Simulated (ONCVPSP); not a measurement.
# Sm (Z = 62): variants of one ONCV potential

Base potential:

```json
{"Element": "Sm", "Generator": "ONCVPSP 4.0.1", "Type": "optimised norm-conserving Vanderbilt (ONCV)", "Functional": "LDA (Perdew-Wang 92)", "Relativity": "scalar-relativistic", "Frozen core": "[Kr] 4d10 4f5", "Valence charge": "11", "Reference configuration": "5s2 5p6 5d1 6s2", "Partial waves": "5s+6s: rc 2.40 bohr, ncon 4, nbas 7, qcut 4.3 1/bohr, 3 projectors, debl 0.8 Ha; 5p: rc 1.65 bohr, ncon 4, nbas 8, qcut 4.3 1/bohr, 1 projector; 5d: rc 2.30 bohr, ncon 5, nbas 9, qcut 3.5 1/bohr, 3 projectors, debl 0.5 Ha", "Local potential": "polynomial inside 1.05 bohr (lpopt 5, dvloc0 1 Ha)", "Core correction": "Teter function, fcfact 5.75, rcfact 1.75"}
```

All-electron outer shells of the reference configuration (LDA (PZ), scalar-relativistic, ld1.x):

```json
{"shell": "5s", "level (eV)": "-46.84", "outermost node (bohr)": "0.68", "outermost maximum (bohr)": "1.25"}
{"shell": "5p", "level (eV)": "-26.08", "outermost node (bohr)": "0.73", "outermost maximum (bohr)": "1.42"}
{"shell": "4f", "level (eV)": "-8.17", "outermost node (bohr)": "–", "outermost maximum (bohr)": "0.61"}
{"shell": "6s", "level (eV)": "-4.14", "outermost node (bohr)": "1.66", "outermost maximum (bohr)": "3.44"}
{"shell": "5d", "level (eV)": "-2.89", "outermost node (bohr)": "0.83", "outermost maximum (bohr)": "2.03"}
```

Cutoffs, loose and tight: the cutoffs (Ha) at which the residual kinetic energy of the hardest occupied pseudo-wave falls to 1 and 0.1 mHa per electron. They do not see the model core or the augmentation charge, which bear on the density cutoff. Test errors are all-electron minus pseudo excitation energies from the reference, over the configurations 5s2 5p6 5d1 6s1; 5s2 5p6 5d1 6s0; 5s2 5p6 5d0 6s0; 5s1 5p6 5d1 6s2. A dash means not determined; rows that change the core or the reference have their own tests.

A true bound ghost makes a file unfit for plane-wave use even where its test errors are small: the radial tests pick states by their node count and pass the ghost by.

```
     change    outcome  cutoff, loose  cutoff, tight  bound ghosts  GHOST(+) flags above zero  largest test error (meV)
       base  generated          59 Ha          75 Ha       s, d, p                       none                      -299
p: qcut 2.5  generated          55 Ha          74 Ha       s, d, p                       none                      -302
p: qcut 3.1  generated          61 Ha          76 Ha       s, d, p                       none                      -294
p: qcut 4.6  generated          44 Ha          74 Ha       s, d, p                       none                      -310
p: qcut 5.2  generated          23 Ha          69 Ha       s, d, p                       none                      -340
p: qcut 6.5  generated          17 Ha          38 Ha       s, d, p                       none                      -405
```

Q: What comes out with this change to the base: p: qcut 3.8?

A: outcome: generated; cutoff, loose: 62 Ha; cutoff, tight: 76 Ha; bound ghosts: s, d, p; GHOST(+) flags above zero: none; largest test error (meV): -291.

Q: What comes out with this change to the base: p: qcut 5.6?

A: outcome: generated; cutoff, loose: 16 Ha; cutoff, tight: 64 Ha; bound ghosts: s, d, p; GHOST(+) flags above zero: none; largest test error (meV): -359.

Reading the sweep of the qcut of the p channel (base included, trends over the rows without a ghost): Bound ghosts are found at 2.5, 3.1, 3.8, 4.3, 4.6, 5.2, 5.6, 6.5 1/bohr. Every judged row has one, so this setting neither creates nor removes them.
